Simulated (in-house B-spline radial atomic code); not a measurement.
Radial electron density of Cu⁷⁺, [Ar] 3d4. Computed with a B-spline radial code for spherical atoms: scalar-relativistic (X2C) CAM-B3LYP, spin-polarised, spherical fractional occupations, Fermi nucleus of rms radius 3.8823 fm.

Caution: exact exchange at fractional occupations of open shells leaves self-interaction of up to several eV.

One-electron X2C: radii and densities carry no picture-change correction, so inner-shell <1/r> comes out high (for 1s by about 2 % at Z = 33, 5 % at 54, 10 % at 75, 30 % at 118) and <r> low.

Columns: r (bohr), 4πr²n(r) (electrons per bohr), bar.

```
 0.00196    0.984 #
 0.00233    1.329 #
 0.00277     1.79 ##
  0.0033    2.408 ###
 0.00392    3.207 ####
 0.00466    4.249 #####
 0.00555    5.606 ######
  0.0066    7.312 ########
 0.00786    9.455 ##########
 0.00935    12.05 #############
  0.0111    15.08 #################
  0.0132    18.58 ####################
  0.0157    22.41 #########################
  0.0187    26.37 #############################
  0.0223    30.11 #################################
  0.0265     33.1 ####################################
  0.0316    35.01 #######################################
  0.0375     35.4 #######################################
  0.0447    34.25 ######################################
  0.0531    32.01 ###################################
  0.0632    29.57 #################################
  0.0752    28.22 ###############################
  0.0895    29.03 ################################
   0.107    32.33 ####################################
   0.127     36.7 ########################################
   0.151       40 ############################################
   0.179     39.8 ############################################
   0.213    35.12 #######################################
   0.254    27.28 ##############################
   0.302    20.02 ######################
   0.359    16.44 ##################
   0.428    17.12 ###################
   0.509    19.51 #####################
   0.605    20.06 ######################
    0.72    17.12 ###################
   0.857    11.79 #############
    1.02    6.463 #######
    1.21    2.827 ###
    1.44   0.9386 #
    1.72   0.2268 
    2.04  0.04238 
    2.43 0.005197
```

On this grid the curve has 3 maxima, near 0.0375, 0.151, 0.605 bohr.

The 3p down radial function P(r) = rR(r), positive near the nucleus:

```csv
r (bohr),P
0.00196,0.00141
0.00277,0.002652
0.00392,0.005013
0.00555,0.009483
0.00786,0.01787
0.0111,0.03319
0.0157,0.06087
0.0223,0.1097
0.0316,0.1899
0.0447,0.3107
0.0632,0.4698
0.0895,0.6326
0.127,0.7039
0.179,0.5407
0.254,0.03384
0.359,-0.6885
0.509,-1.238
0.72,-1.227
1.02,-0.7459
1.44,-0.2646
2.04,-0.04552
```
